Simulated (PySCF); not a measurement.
Match the calculated data to a structure.

All candidates are C3H11NOSi3.

| technique | computed result |
| --- | --- |
| UV, first state | lowest singlet excitation: 6.16 eV (201 nm, f = 0.067) [TDDFT CAM-B3LYP/def2-SVPD] |
| NMR, other nuclei | isotropic shieldings of nuclei other than C and H, by class: -108 (1 N), 294 (1 O), 385 (1 Si), 458 (1 Si), 463 (1 Si) ppm [GIAO PBE0/pcSseg-1] |
| Dipole | 3.37 D [CAM-B3LYP/def2-SVPD] |
| Polarisability | 129.0 au [CAM-B3LYP/def2-SVPD] |
| Rotational structure | rotational constants A, B, C: 1.153, 0.797, 0.610 GHz [PBE0-D3(BJ)/def2-SVP] |
| UV, strongest line | among the 10 lowest singlet transitions: S5 at 7.17 eV (173 nm, f = 0.157) [TDDFT CAM-B3LYP/def2-SVPD] |
| 1H NMR | chemical shifts (computed TMS as zero) by class: 5.31 (1 H), 3.89 (1 H), 3.77 (3 H), 3.62 (1 H), 3.49 (1 H), 3.43 (1 H), 1.36 (3 H) ppm [GIAO PBE0/pcSseg-1] |
| 13C NMR | chemical shifts (computed TMS as zero) by class: 126.0 (1 C), 65.1 (1 C), 19.6 (1 C) ppm [GIAO PBE0/pcSseg-1] |
| Triplet | lowest triplet excitation (Tamm–Dancoff): 5.53 eV [TDA CAM-B3LYP/def2-SVPD] |
| Valence photoelectron | vertical ionisation energy: 10.10 eV [ΔSCF CAM-B3LYP/def2-SVPD] |

The electronic properties come from PySCF, for the isolated species, density fitting. Levels stand in brackets. One conformer (not necessarily the lowest) at the PBE0-D3(BJ)/def2-SVP geometry, without solvent, vibrations or thermal averaging. NMR values are class means; diastereotopic atoms form classes of their own.

**Question.** Which candidate is it?
A. `C#C[Si@@H](O[SiH3])[SiH2]NC`
B. `CC#C[Si@@H](O)N([SiH3])[SiH3]`
C. `CC[Si@H](O[SiH3])[SiH2]C#N`
D. `CCO[Si@H](C#N)[SiH2][SiH3]`

**Answer.** D. It is `CCO[Si@H](C#N)[SiH2][SiH3]`. Numbering: `[CH3:1][CH2:2][O:3][Si@H:4]([C:5]#[N:6])[SiH2:7][SiH3:8]`. Its formula, C3H11NOSi3, gives 2 degrees of unsaturation: 0 rings and 2 π bonds in the structure found. 3 carbons fall into 3 classes; from least to most shielded: cyano carbon [C5] (126.0 ppm), sp3 carbon bound to oxygen [C2] (65.1 ppm), methyl carbon [C1] (19.6 ppm). Hydrogen classes from least to most shielded: 1 H on an oxygen-bound silicon, Si4 (5.31 ppm), 1 H on an sp3 carbon bound to oxygen, C2 (3.89 ppm), 3 H on an SiH3 silicon, Si8 (3.77 ppm), 1 H on an sp3 carbon bound to oxygen, C2 (3.62 ppm), 1 H on an SiH2 silicon, Si7 (3.49 ppm), 1 H on an SiH2 silicon, Si7 (3.43 ppm), 3 H on a methyl carbon, C1 (1.36 ppm). The other shieldings belong to: -108 ppm, cyano nitrogen [N6]; 294 ppm, silyl ether oxygen [O3]; 385 ppm, oxygen-bound silicon [Si4]; 458 ppm, SiH3 silicon [Si8]; 463 ppm, SiH2 silicon [Si7]. The first electron is taken from the HOMO, whose largest Löwdin shares are 0.30 on the SiH2 silicon, 0.21 on the SiH3 silicon, 0.18 on the oxygen-bound silicon and 0.06 on an Si–H hydrogen. The optimised geometry has point group C1 and is an asymmetric top.

The others, at the same levels:
- `CC#C[Si@@H](O)N([SiH3])[SiH3]` fails: its computed 13C shifts are 114.1 (1 C), 84.8 (1 C), 5.5 (1 C) ppm, 1H shifts are 4.68 (6 H), 4.63 (1 H), 2.01 (3 H), 1.55 (1 H) ppm and lowest singlet excitation is 5.87 eV (211 nm, f = 0.000) (against 6.16 eV).
- `C#C[Si@@H](O[SiH3])[SiH2]NC` fails: its computed 13C shifts are 107.9 (1 C), 90.5 (1 C), 32.1 (1 C) ppm, 1H shifts are 5.32 (1 H), 4.99 (3 H), 4.86 (1 H), 4.68 (1 H), 2.79 (1 H), 2.70 (3 H), -0.62 (1 H) ppm and lowest singlet excitation is 5.08 eV (244 nm, f = 0.005) (against 6.16 eV).
- `CC[Si@H](O[SiH3])[SiH2]C#N` fails: its computed 13C shifts are 123.3 (1 C), 11.0 (1 C), 10.1 (1 C) ppm, 1H shifts are 5.46 (1 H), 5.02 (3 H), 4.30 (1 H), 4.01 (1 H), 1.31 (3 H), 1.25 (1 H), 0.81 (1 H) ppm and vertical ionisation energy is 9.92 eV (against 10.10 eV).

Each candidate is one conformer, not necessarily the lowest. Dipoles, sizes and rotational constants follow the conformer. The torsions of the flexible species, by atom-mapped SMILES:
- `[CH3:1][CH2:2][O:3][Si@H:4]([C:5]#[N:6])[SiH2:7][SiH3:8]`: C1–C2–O3–Si4 176°, C2–O3–Si4–C5 -57°, O3–Si4–Si7–Si8 37°
- `[CH3:1][C:2]#[C:3][Si@@H:4]([OH:5])[N:6]([SiH3:7])[SiH3:8]`: C3–Si4–N6–Si7 -6°, H–O5–Si4–C3 53°
- `[CH:1]#[C:2][Si@@H:3]([O:4][SiH3:5])[SiH2:6][NH:7][CH3:8]`: C2–Si3–O4–Si5 -27°, C2–Si3–Si6–N7 61°, Si3–Si6–N7–C8 -62°
- `[CH3:1][CH2:2][Si@H:3]([O:4][SiH3:5])[SiH2:6][C:7]#[N:8]`: C1–C2–Si3–O4 66°, C2–Si3–O4–Si5 -37°, C2–Si3–Si6–C7 -44°
